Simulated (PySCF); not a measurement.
Computed structure and properties of [Nd(NH2)3]−

System: [Nd(NH2)3]− (singlet in the valence; each metal's 4f electrons, 4 of them, lie in its core potential, out of spins and levels; a saddle point, relaxed within its symmetry); start: template (D3h). Method: PySCF 2.14.0, RKS PBE0, Nd lcecp-0-SVP with ECP50, N def2-SVP, H def2-SVP; non-relativistic Hamiltonian with scalar-relativistic core potentials where named; density fitting; no spin-orbit coupling.

Input of the relaxation:

```python
mol = gto.M(atom='''
Nd    -0.00000     0.00000    -0.00000
N      2.46824    -0.00004    -0.00000
H      3.05821    -0.00005     0.83000
H      3.05821    -0.00005    -0.83000
N     -1.23409     2.13758     0.00000
H     -1.52907     2.64851     0.83000
H     -1.52907     2.64851    -0.83000
N     -1.23415    -2.13754    -0.00000
H     -1.52915    -2.64847     0.83000
H     -1.52915    -2.64847    -0.83000''',
    basis={'Nd': 'lcecp-0-SVP', 'N': 'def2-SVP', 'H': 'def2-SVP'},
    ecp={'Nd': 'lcecp-0-SVP'},
    charge=-1, spin=0)
mf = dft.RKS(mol, xc='PBE0')
mf.grids.atom_grid = (50, 194)  # f atoms: unpruned, at least (60, 302)
mf = mf.density_fit()  # fitting sets: Nd AutoAux, N def2-universal-JKFIT, H def2-universal-JKFIT
mf.conv_tol = 1e-08; mf.max_cycle = 55
mf.kernel(dm0)  # dm0: converged density of the start geometry
# quasi-Newton relaxation in Cartesian coordinates to a largest gradient under 0.00045 Eh/bohr, steps kept in the point group
```

Run from Python with OMP_NUM_THREADS=2; the lines above give its settings. Where DIIS fails, smearing, a level shift and second-order steps follow.
It took 19 s on 2 threads of Intel(R) Xeon(R) Platinum 8488C (Sapphire Rapids), with other jobs on the host, from the converged density of the start.

Course of the relaxation:

```tsv
step	energy above end (eV)	largest force component within the symmetry (eV/Å)
0	0.1051	0.664
1	0.0298	0.261
2	0.0031	0.159
3	0.0012	0.094
4	0.0000	0.002
```

Relaxed geometry (D3h):

```xyz
10

Nd    0.0000    0.0000    0.0000
N     2.4966    0.0000    0.0000
H     3.1397   -0.0001    0.7990
H     3.1397   -0.0001   -0.7990
N    -1.2483    2.1622    0.0000
H    -1.5698    2.7191    0.7990
H    -1.5698    2.7191   -0.7990
N    -1.2484   -2.1621    0.0000
H    -1.5699   -2.7190    0.7990
H    -1.5699   -2.7190   -0.7990
```

```
     contact      Å
Nd1–N2 (NH2)  2.497
Nd1–N5 (NH2)  2.497
Nd1–N8 (NH2)  2.497
```

On the finer grid (75, 302):

* HOMO: not given (4f levels lie in the core)
* LUMO: not given (4f levels lie in the core)
* Dipole about the centre of mass: 0.00 D
* Set of Mulliken populations of Nd1 outside the core potential: s 2.19, p 6.28, d 1.00, f 0.03
* D3(BJ) dispersion energy (not in the energies): -0.135 eV

```csv
atom,Mulliken (e),Löwdin (e),spin (e)
Nd1,0.50,0.35,0.00
N2,-0.59,-0.48,0.00
H3,0.04,0.02,0.00
H4,0.04,0.02,0.00
N5,-0.59,-0.48,0.00
H6,0.04,0.02,0.00
H7,0.04,0.02,0.00
N8,-0.59,-0.48,0.00
H9,0.04,0.02,0.00
H10,0.04,0.02,0.00
```

The 4f levels lie in the core potential and are missing. Their spin isn't counted.

On the grid (50, 194), as all that follows. Harmonic modes: 3 unstable, so a saddle point once the symmetry is let go (counted below −25 cm⁻¹); lowest -320 cm⁻¹ (negative: unstable), highest 3529 cm⁻¹, zero-point energy 1.757 eV.

Taking off one NH2 (charge -1, singlet; the rest: singlet) in vacuum, both parts rigid, costs 4.10 eV; the small basis without counterpoise inflates it.

Rigid scan of NH2 along the line from its metal:

```
distance to N2 (Å)  energy (eV)
              2.20        0.454
              2.30        0.177
              2.40        0.039
              2.50        0.000
              2.60        0.030
              2.70        0.107
              2.90        0.344
              3.20        0.776
              3.60        1.336
              4.10        1.921
```

One start shape was tried, so this needn't be the lowest isomer.

An lcecp potential fixes the number of 4f electrons, so in runs with it no electron can move into or out of that shell; real Nd(II) is rare or takes another configuration.
